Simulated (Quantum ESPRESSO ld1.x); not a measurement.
Question: All-electron atom: Os11+ in [Kr] 4d10 4f14 5s2 5p3 (the NIST ground configuration). Method: scalar-relativistic Kohn-Sham, relativistic LDA (MacDonald-Vosko exchange, VWN5 correlation), spin-unpolarised, spherical densities, point nucleus; computed with ld1.x of Quantum ESPRESSO 7.5. Some entries of the table are withheld. Estimate them.

| orbital | occ. | eigenvalue (eV) | <1/r> (bohr^-1) | <r> (bohr) |
|---|---|---|---|---|
| 1s | 2 | (1) | 90.07 | 0.01781 |
| 2s | 2 | -12988.0 | 21.10 | 0.07517 |
| 2p | 6 | -11352.9 | 19.00 | 0.06746 |
| 3s | 2 | -3170.20 | 7.823 | 0.1945 |
| 3p | 6 | -2688.97 | 7.196 | 0.1950 |
| 3d | 10 | -2149.54 | 6.797 | 0.1764 |
| 4s | 2 | -817.881 | 3.342 | 0.4327 |
| 4p | 6 | -659.494 | (2) | 0.4598 |
| 4d | 10 | (3) | 2.713 | (4) |
| 5s | 2 | -270.055 | 1.424 | 0.9497 |
| 4f | 14 | -241.003 | 2.286 | 0.5378 |
| 5p | 3 | -224.140 | 1.266 | 1.050 |
| 5d | 0 | -165.951 | (5) | 1.227 |
| 6s | 0 | -132.432 | 0.7593 | (6) |

Answer: 
(1) 1s eigenvalue (eV): -73568.6
(2) 4p <1/r> (bohr^-1): 3.032
(3) 4d eigenvalue (eV): -462.174
(4) 4d <r> (bohr): 0.4877
(5) 5d <1/r> (bohr^-1): 1.062
(6) 6s <r> (bohr): 1.772
